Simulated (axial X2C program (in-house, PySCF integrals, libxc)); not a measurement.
## Which molecule has these constants?

All values come from calculations with an in-house all-electron X2C program for linear molecules (integrals from PySCF), spin-free (one-electron X2C) or two-component (2c: spin–orbit coupling with atomic mean-field Coulomb and Gaunt terms, which also bring small scalar terms), in Dyall basis sets with cores contracted in-house; open shells are unrestricted.

A two-component PBE0 calculation in a Dyall 3-zeta basis gave Re = 2.317 Å, ωe = 1012.5 cm⁻¹, De = 2.27 eV, Ω = 0.

Question: Which molecule is it?
A. BaH⁻
B. NaBa⁻
C. LiBa⁻

Answer: A. The others have LiBa⁻ 3.975 Å and 149.4 cm⁻¹ (Ω = 0); NaBa⁻ 4.214 Å and 78.8 cm⁻¹ (Ω = 0).

Each entry is the lowest single determinant of a limited PBE0 search at one distance. De goes to single-determinant-based atoms at the same level (for ions the charge split of lowest energy) and is withheld (n/a) where an atom does not fit its ground term or J level. Main or longest-lived isotopes. One determinant is a doubtful description, or other states lie close, for BaH⁻, LiBa⁻, NaBa⁻; these need not be ground states, and all values refer to the states named.
